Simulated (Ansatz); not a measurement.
`[SiH3]B[SiH2]Cl` + HCl → `[SiH3]BCl` + `[SiH3]Cl` at 700 K and 1 bar (cleavage of the B–Si bond).

Calculated with Ansatz (gas phase, PBE0-D4/def2-TZVP geometries, no zero-point term in ΔE). CBS: MP2 limit from def2 TZ/QZ plus the TZ coupled-cluster correction, frozen cores. This one scheme is used for every species. One conformer a species, not always the lowest.

| species | CCSD(T)/CBS energy (Eh) | H − E (kJ/mol) | S (J/(mol·K)) |
| --- | --- | --- | --- |
| `[SiH3]B[SiH2]Cl` | -1066.33624 | 226.5 | 498.0 |
| HCl | -460.38127 | 38.4 | 211.8 |
| `[SiH3]BCl` | -776.06195 | 155.3 | 393.5 |
| `[SiH3]Cl` | -750.69636 | 107.0 | 306.3 |

H − E and S are ideal-gas, rigid-rotor, harmonic terms from PBE0-D4/def2-TZVP, for one conformer and one mirror image of each species. 1 Eh = 2625.50 kJ/mol, R = 8.31446 J/(mol·K).

Q: By hand: ΔE, ΔH, ΔS and ΔG.

A: ΔE = (-776.06195) + (-750.69636) − (-1066.33624) − (-460.38127) = -0.04080 Eh = -107.1 kJ/mol. Δ(H − E) = 155.3 + 107.0 − 226.5 − 38.4 = -2.6, so ΔH = -109.7 kJ/mol. ΔS = 393.5 + 306.3 − 498.0 − 211.8 = -10.0 J/(mol·K). ΔG = -109.7 − 700 × (-10.0)/1000 = -102.7 kJ/mol.

Q: By hand: the equilibrium constant, and the temperature at which ΔG would vanish if ΔH and ΔS stayed fixed.

A: log₁₀ K = −ΔG/(RT ln 10) = 7.7. ΔG = 0 at ΔH/ΔS = 10970 K, far beyond where these terms or the molecules hold.

The number of gas molecules stays the same, so ΔS is small and ΔH decides. A doubt of 5 kJ/mol in ΔE shifts log₁₀ K by 0.4 here. Other conformers and mirror images would add mixing entropy, several J/(mol·K) or more a flexible species. Modes under 60 cm⁻¹, often nearly free rotors, make the harmonic entropy too high. These are equilibria of isolated gas molecules and say nothing of rates. Largest T1 diagnostic: 0.014 (customary marks: 0.02 for closed shells, 0.045 for open ones).
